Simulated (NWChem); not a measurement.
SeF₃ cation; SMILES F[Se+](F)F

Computed with NWChem. Pople sets run with spherical d functions. Medium grid unless said otherwise, to which SCAN and Minnesota functionals are sensitive. The geometry was optimised at PBE0/def2-SVP.

**Question.** Order these by “highest occupied level (eV)”, lowest first: B3LYP/6-31G*; BHandHLYP/6-31G*; BLYP/6-31G*; Hartree-Fock/6-31G*.

**Answer.** Hartree-Fock/6-31G* (-22.91), BHandHLYP/6-31G* (-20.46), B3LYP/6-31G* (-18.53), BLYP/6-31G* (-16.93)
